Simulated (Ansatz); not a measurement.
A made-up structure of CH4SeSi, closed shell:

```
7
angstrom
C -0.7245 0.4457 -0.2415
Si 0.8272 -0.4492 0.2379
Se 0.9809 -2.1958 1.3490
H 1.0710 -1.7628 -0.2430
H -1.6087 -0.0623 0.1424
H -0.7887 0.5153 -1.3321
H 2.0088 0.2771 -0.3016
```

It is relaxed with PBE-D4/def2-SVP and then PBE0-D4/def2-TZVP (Ansatz 0.2.0). Atoms count as bonded within 1.22 times the sum of their covalent radii (H–H: 0.88 Å). The end point is not checked to be a true minimum.

Does its bonding change? (A judgement: the text doesn't fix the answer.)

The calculation gives: Yes. Formed: none; broken: Si2–H4.

Where it ends: The first stage lowers the energy by 2.53 eV in 24 steps. It ends as CH₄SeSi ([CH2][SiH][SeH]):
```csv
atom,x (Å),y (Å),z (Å)
C1,-0.6816,0.2276,-0.4835
Si2,0.9024,-0.1581,-0.0190
Se3,1.6327,-2.1239,0.7931
H4,0.2923,-2.7193,0.7058
H5,-1.5123,-0.4642,-0.4280
H6,-0.9029,1.2191,-0.8624
H7,2.0353,0.7867,-0.0949
```

Labels in which every atom is bracketed show which atoms are joined, not bond orders.

For scale, one of the runs: PBE0-D4/def2-TZVP relaxation, 140 basis functions, launched by `ansatz run in.yaml --threads 2 --pin off --events-out ev --progress --plain --max-ram 4352MiB`. Hardware: 2 CPU threads of an Arm Neoverse V1, shared host. Wall time about 22 s.
